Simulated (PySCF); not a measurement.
B3LYP has the VWN-RPA correlation part, as in Gaussian. Delta-SCF ions had no search for a lower state. Excitations are Tamm–Dancoff values on a coarser integration grid. The basis has no diffuse functions, so Rydberg states are missing or too high.

Z-matrix (Å, degrees):
```
Ga
Br 1 2.2785
Br 1 2.2786 2 119.98
Br 1 2.2787 2 120.02 3 179.93
```
Charge 0, spin multiplicity 1.

Estimate the S1 excitation (TDA), vertical ionisation energy (Delta-SCF), LUMO, T1 excitation (TDA), S1–T1 gap (TDA), HOMO–LUMO gap, HOMO and total energy that B3LYP-D3(BJ)/def2-TZVP (PySCF) returns for this input.


```
Property                                       Result
--------------------------------------  -------------
S1 excitation (TDA)                           4.75 eV
vertical ionisation energy (Delta-SCF)       10.45 eV
LUMO                                         -2.68 eV
T1 excitation (TDA)                           4.42 eV
S1–T1 gap (TDA)                               0.33 eV
HOMO–LUMO gap                                 5.74 eV
HOMO                                         -8.42 eV
total energy                            -9647.6383 Ha
```
